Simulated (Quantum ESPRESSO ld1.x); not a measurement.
Results of a calculation; reference values are marked as such.
Problem. All-electron atom: the phosphorus ion P2.4+ in [Ne] 3s1.6 3p1 (fractional occupations, a model configuration). Code: ld1.x of Quantum ESPRESSO 7.5. Model: scalar-relativistic Kohn-Sham, relativistic LDA (MacDonald-Vosko exchange, VWN5 correlation), spin-unpolarised, spherical densities, point nucleus. Some entries of the table are withheld. Estimate them.

orbital,occ.,eigenvalue (hartree),<r> (bohr)
1s,2,-77.3046,(1)
2s,2,(2),(3)
2p,6,-5.67144,(4)
3s,1.6,-1.42709,(5)
3p,1,-1.06469,(6)

Solution. 
(1) 1s <r> (bohr): 0.1040
(2) 2s eigenvalue (hartree): -7.45013
(3) 2s <r> (bohr): 0.5213
(4) 2p <r> (bohr): 0.4846
(5) 3s <r> (bohr): 1.709
(6) 3p <r> (bohr): 1.904
